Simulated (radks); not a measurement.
Values are calculated unless marked as measured or tabulated.
Question: The iridium ion Ir3+ is in [Xe] 4f14 5d6. Level of theory: scalar-relativistic Kohn-Sham, LDA (Slater exchange, Perdew-Wang correlation), spin-polarised, spherical densities, finite nucleus; Fermi nuclear charge, rms radius of each element as measured or else 0.836 A^(1/3) + 0.57 fm (a radial shooting solver on a logarithmic mesh with Libxc functionals). Open shells are filled with parallel spins first. One electron is removed from 5d, 4f, 5p, 5s in turn, with full relaxation. Which removal costs least, and what does each cost?

Answer: 5d 41.989 eV; 5p 92.782 eV; 4f 107.08 eV; 5s 137.28 eV. The 5d electron leaves first.
